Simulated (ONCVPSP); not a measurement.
## u(r) = r·R(r): atom against pseudo-atom (Mo (Z = 42))

Columns: radius, all-electron u(r) and pseudo u(r) of the 4s shell (level -64.33 eV) of molybdenum in the configuration [Ar] 3d10 4s2 4p6 4d5 5s1; Wu-Cohen, scalar-relativistic, ONCV scheme, ONCVPSP 4.0.1.

```tsv
r (bohr)	all-electron	pseudo
0.103	0.3845	0.1083
0.205	-0.1813	0.2223
0.308	-0.5920	0.3477
0.410	-0.4314	0.4803
0.513	-0.0006	0.6168
0.615	0.4392	0.7458
0.718	0.7810	0.8606
0.820	0.9914	0.9496
0.923	1.0898	1.0064
1.025	1.1006	1.0241
1.128	1.0524	1.0016
1.230	0.9696	0.9436
1.332	0.8696	0.8596
1.435	0.7634	0.7607
1.538	0.6598	0.6593
1.640	0.5642	0.5641
1.743	0.4772	0.4771
1.845	0.4012	0.4011
1.948	0.3346	0.3346
2.050	0.2782	0.2781
2.153	0.2299	0.2298
2.255	0.1896	0.1896
2.358	0.1557	0.1557
2.460	0.1277	0.1277
2.562	0.1046	0.1046
2.665	0.0853	0.0853
```

**Question.** How many radial nodes do the two functions have?

**Answer.** The all-electron 4s function has n − l − 1 = 3 (the table is too coarse to show those close to the nucleus); the pseudo-wave has 0, since the states of the same l below it are removed with the core.

**Question.** At about which radius was the pseudo-wave matched?

**Answer.** 1.80 bohr. The columns agree to 0.0005 from 1.64 bohr on; several derivatives are matched, so the curves merge somewhat inside the radius.

**Question.** Is the pseudo-wave norm-conserving?

**Answer.** Yes: the ONCV scheme keeps the norm inside the radius equal to the all-electron one, which fixes the energy derivative of the logarithmic derivative at the level.
